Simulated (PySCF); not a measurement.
**Bond length, frequency and bond energy of BSb by level of theory**

State: ³Π (triplet), unpaired electrons σ ↑, π ↑. Set-up: B x2c-TZVPPall, Sb x2c-TZVPPall; spin-free X2C with a Gaussian nucleus (PySCF 2.14). De refers to B + Sb in their high-spin ground configurations, without counterpoise correction. The functionals are run spin-unrestricted. A positive dipole means B(−)Sb(+).

| Level | Re (Å) | ωe (cm⁻¹) | De (eV) | μ (D) | CPU s a point (SCF and correlation, without the integrals) |
| --- | --- | --- | --- | --- | --- |
| ROHF | 2.038 | 719 | 0.65 | 0.02 | 1.2 |
| ROHF-MP2 | 2.045 | 724 | 2.23 | n/a | 2.2 |
| ROHF-SCS-MP2 | 2.054 | 702 | 2.03 | n/a | n/a |
| ROHF-CCSD | 2.053 | 686 | 1.86 | n/a | n/a |
| ROHF-CCSD(T) | 2.068 | 669 | 2.16 | n/a | 67 |
| PBE | 2.070 | 665 | 2.87 | 1.06 | 2 |
| r²SCAN | 2.056 | 690 | 2.66 | 0.71 | 2.9 |
| B3LYP | 2.064 | 668 | 2.48 | 0.90 | 3.5 |
| PBE0 | 2.050 | 694 | 2.52 | 0.82 | 6.8 |
| BHandHLYP | 2.047 | 691 | 2.09 | 0.63 | 2.9 |
| M06-2X | 2.051 | 663 | 1.91 | 0.53 | 8.9 |
| ωB97M-V | 2.046 | 688 | 2.26 | 0.77 | 14 |
| B2PLYP | 2.060 | 684 | 2.41 | 0.57 | 6.4 |

**Question.** Which functional lies closest to ROHF-CCSD(T) in De, which farthest, and by how much do they differ from it?

**Answer.** Closest is BHandHLYP (-2.1 pm in Re, +3.3 % in ωe, -0.07 eV in De against ROHF-CCSD(T) in the same basis), farthest PBE (+0.2 pm in Re, -0.6 % in ωe, +0.71 eV in De). CCSD(T) converges more slowly with the basis than the functionals do and binds too weakly in this one, so the order can change at the basis-set limit.

**Question.** What does a quarter of exact exchange do here, going from PBE to PBE0?

**Answer.** PBE0 less PBE: -2.0 pm in Re, +4.4 % in ωe, -0.35 eV in De. Exact exchange removes part of the self-interaction that spreads semilocal densities, and in most molecules shortens and stiffens the bond and lowers De; so it does here.

**Question.** What does the step from GGA to meta-GGA do here, going from PBE to r²SCAN?

**Answer.** r²SCAN less PBE: -1.4 pm in Re, +3.8 % in ωe, -0.21 eV in De. 

Correlated steps freeze 19 core orbitals. Spin–orbit coupling is left out, which matters for elements this heavy, above all for dissociation energies. B2PLYP dipoles, levels and charges come from its SCF part alone. UHF is strongly spin-contaminated for BSb, so the ROHF reference used there is far from stable. The state was picked by a PBE0 search and need not be the measured ground state.

The whole job (state search and all levels along the bond) took about 23 min on 1 thread of Arm Neoverse V1 (shared host), peak memory 2.7 GiB.
